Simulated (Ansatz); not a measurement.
`CO[CH2][GeH3]`. The species carries charge 0 and has multiplicity 1.

```xyz
12

C     1.6240    0.4654    1.1490
O     0.4433    0.6969    0.4285
C    -0.0729   -0.4763   -0.1444
Ge   -1.7190   -0.0227   -1.1207
H     2.4142    0.0592    0.5024
H     1.4566   -0.2388    1.9757
H     1.9542    1.4212    1.5570
H    -0.2997   -1.2287    0.6263
H     0.6504   -0.9319   -0.8376
H    -2.2884   -1.3075   -1.7497
H    -1.4077    0.9914   -2.2316
H    -2.7549    0.5717   -0.1548
```

**Question.** What are the harmonic wavenumbers in cm⁻¹ at PBE0-D4/def2-TZVP (Ansatz, finite differences of forces, unscaled)? (Best estimate.)

**Answer.** The calculation gave: 90, 119, 172, 230, 334, 488, 522, 707, 823, 845, 885, 886, 997, 1175, 1176, 1211, 1240, 1308, 1460, 1478, 1482, 1504, 2147, 2162, 2166, 2978, 2991, 3017, 3042, 3136.

**Question.** Is this a minimum?

**Answer.** Yes, all 30 modes are real.

**Question.** Give the ideal-gas thermochemistry at 298.15 K and 1 bar (rigid rotor, harmonic oscillator; point group Cs, symmetry number 1).

**Answer.** Zero-point energy 243.9 kJ/mol; H(298) − E = 264.0 kJ/mol; entropy 339.7 J/(mol·K), of which translation 168.6, rotation 108.8, vibration 62.3; G(298) − E = 162.7 kJ/mol. Modes under 100 cm⁻¹ are hindered rotations or soft bends, so the harmonic entropy is rough.

**Question.** Rotational constants (cm⁻¹)?

**Answer.** 0.7507, 0.05766, 0.0558.
